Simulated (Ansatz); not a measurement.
Species: CH$_{4}$B, charge 0, doublet. CH4B (SMILES [BH]C, doublet).
B3LYP-D3(BJ)/def2-TZVP minimum from Ansatz (a first-principles code):
```xyz
6

B     -0.4158    -0.8601     0.0194
H     -1.5625    -1.0524    -0.2439
C      0.3525     0.4718     0.0057
H     -0.0149     1.0339     0.8795
H      0.1052     1.0894    -0.8666
H      1.4366     0.3988     0.1001
```
Charge 0, spin multiplicity 2.

Property: atomisation energy (electronic, to ground-state atoms), in kcal/mol. UHF or UKS for unpaired electrons; spin-orbit terms are left out. CBS(X,Y): correlation extrapolated as X^-3, Hartree-Fock from the larger set. A bracket is a step between two methods taken in the basis named. Functionals run without relativity, which enters their misses. 'core' is core correlation in cc-pwCVTZ, 'X2C' scalar relativity in cc-pVTZ-DK, both at CCSD(T). For partners of very few electrons the exact lower level stands in for a higher one.

CCSD(T)/CBS(cc-pVTZ,cc-pVQZ) + [CCSDT(Q) - CCSD(T)]/cc-pVTZ + core + X2C (Ansatz) gives 478.9 kcal/mol.

Problem. How far off this value is PBE/def2-TZVPD (Ansatz), in which direction, and which of these levels come nearer: r2SCAN/def2-TZVPD, B3LYP/def2-TZVPD, PBE0/def2-TZVPD, wB97M-V/def2-TZVPD, CCSD(T)/CBS(cc-pVTZ,cc-pVQZ) + core + X2C?

Solution. PBE gives 486.5 kcal/mol, 7.6 kcal/mol above it. Differences of the others: r2SCAN/def2-TZVPD (Ansatz) 7.1; B3LYP/def2-TZVPD (Ansatz) 2.7; PBE0/def2-TZVPD (Ansatz) 4.4; wB97M-V/def2-TZVPD (Ansatz) 1.3; CCSD(T)/CBS(cc-pVTZ,cc-pVQZ) + core + X2C (Ansatz) -0.1 kcal/mol. Nearer than PBE: r2SCAN/def2-TZVPD, B3LYP/def2-TZVPD, PBE0/def2-TZVPD, wB97M-V/def2-TZVPD, CCSD(T)/CBS(cc-pVTZ,cc-pVQZ) + core + X2C.
